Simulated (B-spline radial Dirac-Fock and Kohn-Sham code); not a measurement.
In the model described below, a K (1s) vacancy in the V¹⁴⁺ ion, configuration [He] 2s2 2p5, lives for 0.98 fs, which corresponds to a natural width of 0.670 eV. Out of 1000 such holes, about 289 decay by emitting a photon and the rest by ordinary Auger emission. The strongest X-ray line is Kα1 (K-L3) at 5004.5 eV, with 66 % of the radiative rate. The strongest electron group is K-L2L3 near 3930 eV, with 38 % of the non-radiative rate.

Calculated with a B-spline atomic structure program, using one-electron (LDA, Dirac) transition rates at Dirac-Fock energies.
